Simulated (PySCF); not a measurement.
**Correlation energy of Cl (chlorine, neutral)**

[Ne] 3s1 3p6, 2S determinant (an excited configuration). All numbers are calculated (PySCF 2.14, scalar relativity by spin-free X2C-1e, in x2c-QZVPPall (9s6p4d2f1g, 70 functions)). Frozen: [Ne]; 7 electrons correlated.

```json
{"level": "CCSD", "correlation energy (mhartree)": "-334.34"}
{"level": "(T)", "correlation energy (mhartree)": "-39.59"}
{"level": "CCSD(T)", "correlation energy (mhartree)": "-373.93"}
```

Diagnostics: T1 = 0.023, D1 = 0.0489, largest double amplitude 0.217.

Is a single reference adequate?

Not fully. A double-excitation amplitude exceeds 0.15, a sign of near-degeneracy.
